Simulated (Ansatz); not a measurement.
Frontier orbitals of CH5FMoN2O (`C[O][Mo](=[NH])(=[NH])[F]`).

The species carries charge 0 and has multiplicity 1. Correlated methods include outer-core shells of Mo, which these sets cover unevenly. Mo takes the def2 core potential. The geometry is a stationary point of PBE0-D4/def2-TZVP. It is one conformer, not always the lowest. Basis def2-TZVPP, the Gaussian-basis code of Ansatz.

```tsv
functional	HOMO (eV)	LUMO (eV)
CAM-B3LYP	-9.16	-0.46
```

**Question.** Give HOMO and LUMO (eV) with LDA (SPW92), PBE, revPBE, BLYP, r2SCAN, B97M-V, PBE0, B3LYP, r2SCANh, r2SCAN0, HSE06 (plane-wave form), BHLYP, LC-ωPBE, ωB97X-V, ωB97M-V, HF. (An estimate is asked.)

**Answer.** Ansatz gave: 
```
             functional    HOMO   LUMO
            LDA (SPW92)   -6.59  -2.48
                    PBE   -6.40  -2.26
                 revPBE   -6.33  -2.17
                   BLYP   -6.28  -2.17
                 r2SCAN   -6.70  -2.20
                 B97M-V   -6.76  -2.18
                   PBE0   -7.79  -1.51
                  B3LYP   -7.56  -1.74
                r2SCANh   -7.22  -1.92
                r2SCAN0   -8.01  -1.48
HSE06 (plane-wave form)   -7.39  -1.89
                  BHLYP   -9.09  -0.63
                LC-ωPBE  -10.45   0.70
                ωB97X-V  -10.12   0.62
                ωB97M-V  -10.05   0.55
                     HF  -11.10   1.86
```

B3LYP here is the variant with VWN-RPA as its local correlation; programs differ in this. LC-ωPBE has ω = 0.4 bohr⁻¹. Positive LUMOs are unbound and depend on the basis.
